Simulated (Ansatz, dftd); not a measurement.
Reaction: H5SiPO (hydroxysilylphosphane, SMILES O[SiH2]P) → H4SiPO (SMILES O[SiH2][PH], doublet) + H (doublet) (the H-P bond breaks)
Each species at its own B3LYP-D3(BJ)/def2-TZVP minimum (Ansatz, a program for electronic structure), one conformer.

Wanted: bond dissociation energy (electronic), in kcal/mol. UHF or UKS for unpaired electrons; spin-orbit terms are left out. Correlated methods leave the cores frozen. Rows without X2C or -DK are non-relativistic. CBS(X,Y): correlation extrapolated as X^-3, Hartree-Fock from the larger set. A bracket is a step between two methods taken in the basis named. Functionals run without relativity, which enters their misses. '+ core + X2C': CCSD(T) terms for core correlation (cc-pwCVTZ, 1s frozen past Ne) and scalar relativity (cc-pVTZ-DK). Where a partner has so few electrons that a lower coupled-cluster level is exact, that level stands in.

Compared with CCSD(T)/CBS(cc-pV(T+d)Z,cc-pV(Q+d)Z) + [CCSDT(Q) - CCSD(T)]/cc-pV(D+d)Z + core + X2C (Ansatz): 87.6 kcal/mol.

Costs are rough ratios of core time, to one figure, on one kind of shared machine, summed over the single points of the molecules; atoms, geometries and frequencies are left out. The first row took roughly 20 core seconds; short runs hold start-up time.

```csv
level,program,cost relative to the first row,difference (kcal/mol)
B3LYP-D3(BJ)/def2-TZVPD,Ansatz + dftd3,1,-1.5
CAM-B3LYP-D3(BJ)/def2-TZVPD,Ansatz + dftd3,1,-1.5
r2SCAN-D3(BJ)/def2-TZVPD,Ansatz + dftd3,1,-3.4
r2SCANh-D4/def2-TZVPD,Ansatz + dftd4,1,-3.6
CCSD(T)/cc-pV(D+d)Z,Ansatz,2,-5.0
CCSD(T)/cc-pV(T+d)Z,Ansatz,9,-1.8
CCSDT(Q)/cc-pV(D+d)Z,Ansatz,200,-5.0
```

The dearest row costs roughly 200 times the first. Costs within a factor of two don't rank. The table holds for this case alone.
